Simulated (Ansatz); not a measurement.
Consider the formal hydrolysis of a C–Cl bond: `N/C(Cl)=N/[SiH3]` + H₂O → `N/C(O)=N\[SiH3]` + HCl.

Isolated molecules relaxed with PBE0-D4/def2-TZVP in Ansatz; ΔE leaves out vibrations. CCSD(T)/CBS adds triple-zeta CCSD(T) − MP2 to the extrapolated MP2 energy (def2 sets, frozen cores). This one scheme is used for every species. Double bonds are as drawn, so ΔE can hold a change between cis and trans. Functionals use def2-TZVPP. B3LYP here is the variant with VWN-RPA as its local correlation; programs differ in this. Each species was taken in one conformer, which may not be the lowest.

**Question.** Is it downhill or uphill in electronic energy at CCSD(T)/CBS, and by how much? (An estimate is asked.)

**Answer.** Ansatz gave: Downhill: ΔE = -25.6 kJ/mol.

**Question.** What do these levels give: PBE-D4, r2SCAN-D4, B2PLYP, PBE, B3LYP, SCS-MP2/def2-QZVPP? (An estimate is asked.)

**Answer.** Ansatz gave: PBE-D4 -22.1, r2SCAN-D4 -28.3, B2PLYP -28.6, PBE -24.3, B3LYP -30.3, SCS-MP2/def2-QZVPP -23.3 kJ/mol.

Largest T1 diagnostic among the species: 0.013.

In def2-TZVPP, CCSD(T) changes the Hartree–Fock value by +23.0 kJ/mol (the triples alone add +5.3 kJ/mol) and MP2 by +32.1 kJ/mol. From PBE to PBE0 (25 % exact exchange), in def2-TZVPP and without D4, ΔE moves by −8.9 kJ/mol.
